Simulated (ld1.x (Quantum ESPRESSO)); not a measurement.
# Which change was made? (Ho, TM)

Ho (Z = 67), norm-conserving Troullier–Martins (Kleinman–Bylander form), made with ld1.x (Quantum ESPRESSO) 7.5 (BLYP, scalar-relativistic). Core [Kr] 4d10 5s2, reference 4f11 5p6 5d0 6s0 6p0 (charge +2). Waves: 6s (bound, empty): rc 2.65 bohr; 5p (bound): rc 2.15 bohr; 5d (bound, empty): rc 2.50 bohr; 4f (bound): rc 1.20 bohr. Local part: all-electron potential smoothed inside 1.20 bohr (lloc = -1). Core correction: a·sin(br)/r model core inside 0.85 bohr.

Cutoffs, loose and tight: the cutoffs (Ry, on a coarse ladder) from which the occupation-weighted sum of valence levels, in a spherical-Bessel basis at the reference potential, stays within 10 and 1 mRy of its value at 400 Ry. They do not see the model core or the augmentation charge, which bear on the density cutoff. Test errors are all-electron minus pseudo excitation energies from the reference, over the configurations 4f11 5p6 5d0 6s2 6p0; 4f11 5p6 5d0 6s1 6p0; 4f10 5p6 5d0 6s0 6p0; 4f10 5p6 5d1 6s2 6p0; 4f10 5p6 5d0 6s2 6p0; 4f11 5p6 5d1 6s0 6p0; 4f11 5p6 5d0 6s1.5 6p0; variants that change the core or the reference have their own tests. The largest error is taken over the tests solved by every variant that gives reliable tests at all, those not shown here included: 4f10 5p6 5d0 6s0 6p0; 4f10 5p6 5d0 6s2 6p0; 4f10 5p6 5d1 6s2 6p0; 4f11 5p6 5d0 6s1 6p0; 4f11 5p6 5d1 6s0 6p0.

The base gives: outcome: generated; cutoff, loose: 300 Ry; cutoff, tight: over 300 Ry; bound ghosts: s; largest test error (meV): -274.

(1) After one change the result is: outcome: generated; cutoff, loose: 140 Ry; cutoff, tight: 230 Ry; bound ghosts: s; largest test error (meV): +245. Which change was it?
A. core [Kr] 4d10, valence charge 21; reference 4f11 5s2 5p6 5d0 6s1 6p1; waves now 5s (bound): rc 0.50 bohr; 5d (bound): rc 3.30 bohr; 4f (bound): rc 0.80 bohr; 5p (bound): rc 2.05 bohr; local potential the p channel; core correction none
B. wave 4f (bound): rc 1.20 bohr becomes 4f (bound): rc 1.82 bohr
C. type ultrasoft; waves now 6s (bound): rcut 2.30, rcutus 2.65 bohr; 6s channel at 3.8 Ry: rcut 2.30, rcutus 2.65 bohr; 5p (bound): rcut 1.95, rcutus 2.15 bohr; 6p (bound): rcut 1.95, rcutus 2.15 bohr; 5d (bound): rcut 2.15, rcutus 2.50 bohr; 5d channel at 0.15 Ry: rcut 2.15, rcutus 2.50 bohr; 4f (bound): rcut 1.05, rcutus 1.20 bohr; 4f channel at 2.45 Ry: rcut 1.05, rcutus 1.20 bohr; local potential all-electron potential smoothed inside 1.35 bohr (lloc = -1); augmentation PSQ, radius 0.95 bohr

Results:

(1) B. The others give: type ultrasoft; waves now 6s (bound): rcut 2.30, rcutus 2.65 bohr; 6s channel at 3.8 Ry: rcut 2.30, rcutus 2.65 bohr; 5p (bound): rcut 1.95, rcutus 2.15 bohr; 6p (bound): rcut 1.95, rcutus 2.15 bohr; 5d (bound): rcut 2.15, rcutus 2.50 bohr; 5d channel at 0.15 Ry: rcut 2.15, rcutus 2.50 bohr; 4f (bound): rcut 1.05, rcutus 1.20 bohr; 4f channel at 2.45 Ry: rcut 1.05, rcutus 1.20 bohr; local potential all-electron potential smoothed inside 1.35 bohr (lloc = -1); augmentation PSQ, radius 0.95 bohr → outcome: generated, overlap not positive; bound ghosts: d (s, p not tested, overlap not positive); largest test error (meV): test run stopped at test 1 of 7 (negative rho) | core [Kr] 4d10, valence charge 21; reference 4f11 5s2 5p6 5d0 6s1 6p1; waves now 5s (bound): rc 0.50 bohr; 5d (bound): rc 3.30 bohr; 4f (bound): rc 0.80 bohr; 5p (bound): rc 2.05 bohr; local potential the p channel; core correction none → outcome: failed: run_pseudo: Errors in PS-KS equation. A file whose overlap is not positive is unfit for use, and its test errors describe a broken file.
